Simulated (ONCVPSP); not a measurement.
rhodium (Rh) ONCV: all-electron and pseudo phase curves

- Element: Rh
- Generator: ONCVPSP 4.0.1
- Type: optimised norm-conserving Vanderbilt (ONCV)
- Functional: PBE
- Relativity: scalar-relativistic
- Frozen core: [Ar] 3d10
- Valence charge: 17
- Reference configuration: 4s2 4p6 4d8 5s1
- Partial waves: 4s+5s: rc 1.70 bohr, ncon 5, nbas 8, qcut 7.1 1/bohr, 3 projectors, debl 0.3 Ha; 4p: rc 1.55 bohr, ncon 5, nbas 9, qcut 8.2 1/bohr, 2 projectors, debl 1 Ha; 4d: rc 2.15 bohr, ncon 4, nbas 8, qcut 7.3 1/bohr, 2 projectors, debl 3.1 Ha
- Local potential: polynomial inside 1.40 bohr (lpopt 5, dvloc0 2 Ha)
- Core correction: Teter function, fcfact 5, rcfact 1.6

In the p channel the program set the typed energies aside and used -1.853, 0.250 Ha.

The phase is arctan(r·R′/R) of the radial function R(r), unwrapped; energies in Ha, scanned from -5 to 5 Ha. A pole is an energy at which the radial function vanishes at the test radius. The pseudo phase is shifted by a multiple of π to meet the all-electron one at the reference energy, and phase errors are pseudo minus all-electron; the curves can meet again beyond the range given. Levels narrower than the energy grid can be missing from the lists of poles.

Q: For each channel, where are the poles, and over which energies does the pseudopotential scatter like the atom?

A:

```json
{"channel": "s", "radius (bohr)": "1.72", "reference energy (Ha)": "-0.16", "poles, all-electron": "-2.75", "poles, pseudo": "-2.75", "unbroken range about the reference energy with phases within 0.05 rad": "the whole range", "phase error 1 Ha above the reference energy (rad)": "+0.000"}
{"channel": "p", "radius (bohr)": "1.58", "reference energy (Ha)": "-1.85", "poles, all-electron": "-1.06", "poles, pseudo": "-1.06", "unbroken range about the reference energy with phases within 0.05 rad": "the whole range", "phase error 1 Ha above the reference energy (rad)": "-0.000"}
{"channel": "d", "radius (bohr)": "2.18", "reference energy (Ha)": "-0.22", "poles, all-electron": "0.14, 4.52", "poles, pseudo": "0.14, 4.54", "unbroken range about the reference energy with phases within 0.05 rad": "the whole range", "phase error 1 Ha above the reference energy (rad)": "+0.001"}
```

Note: ghosts flagged at negative energy: s at -5523.2 eV; GHOST(+) flags only above 600 eV. A true bound ghost makes a file unfit for plane-wave use.

Phases in the s channel:

```tsv
E (Ha)	all-electron	pseudo
-4.96	1.258	1.258
-4.48	1.199	1.199
-4.00	1.067	1.067
-3.52	0.443	0.443
-3.04	-1.343	-1.343
-2.56	-1.644	-1.644
-2.08	-1.756	-1.756
-1.60	-1.838	-1.838
-1.12	-1.925	-1.925
-0.64	-2.040	-2.040
-0.16	-2.227	-2.227
0.32	-2.578	-2.578
0.80	-3.213	-3.213
1.28	-3.842	-3.842
1.76	-4.186	-4.186
2.24	-4.365	-4.365
2.72	-4.470	-4.470
3.20	-4.540	-4.540
3.68	-4.590	-4.590
4.16	-4.628	-4.628
4.64	-4.659	-4.659
```
